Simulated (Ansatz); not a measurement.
BiH3. Total charge 0; singlet. Geometry PBE-D4/def2-TZVP.

```xyz
4

Bi   -0.2160   -0.2717   -0.7035
H    -1.3321    0.4097    0.5425
H     0.9296    1.0949   -0.4168
H     0.6186   -1.2330    0.5778
```

In the def2 sets Bi takes a core potential; there is no spin–orbit coupling. HSE06 is defined as in plane-wave codes, on full-range PBE exchange.

Question: Estimate the orbital energies around the gap (eV) in Ansatz with PBE-D4/def2-TZVP, r2SCAN-D4/def2-TZVP, HSE06-D4/def2-TZVP, CAM-B3LYP-D4/def2-TZVP, ωB97M-V/def2-TZVP.

Answer: 
| orbital | PBE-D4/def2-TZVP | r2SCAN-D4/def2-TZVP | HSE06-D4/def2-TZVP | CAM-B3LYP-D4/def2-TZVP | ωB97M-V/def2-TZVP |
| --- | --- | --- | --- | --- | --- |
| HOMO−9 | -96.49 | -99.16 | -101.14 | -102.77 | -104.48 |
| HOMO−8 | -26.76 | -27.65 | -28.89 | -30.78 | -32.05 |
| HOMO−7 | -26.76 | -27.65 | -28.89 | -30.78 | -32.05 |
| HOMO−6 | -26.64 | -27.51 | -28.74 | -30.63 | -31.90 |
| HOMO−5 | -26.64 | -27.51 | -28.74 | -30.63 | -31.90 |
| HOMO−4 | -26.57 | -27.43 | -28.66 | -30.54 | -31.82 |
| HOMO−3 | -15.37 | -15.88 | -16.67 | -18.80 | -19.77 |
| HOMO−2 | -7.85 | -8.17 | -8.63 | -10.35 | -11.17 |
| HOMO−1 | -7.85 | -8.17 | -8.63 | -10.35 | -11.17 |
| HOMO | -6.74 | -7.00 | -7.35 | -8.99 | -9.81 |
| LUMO | -0.94 | -0.67 | -0.56 | 0.70 | 1.43 |
| LUMO+1 | -0.94 | -0.67 | -0.56 | 0.70 | 1.43 |
| LUMO+2 | -0.47 | -0.01 | -0.06 | 1.13 | 1.88 |
| LUMO+3 | 2.65 | 3.64 | 2.96 | 4.03 | 4.49 |
| LUMO+4 | 2.65 | 3.64 | 2.96 | 4.03 | 4.49 |
| LUMO+5 | 2.73 | 3.93 | 3.02 | 4.07 | 4.56 |
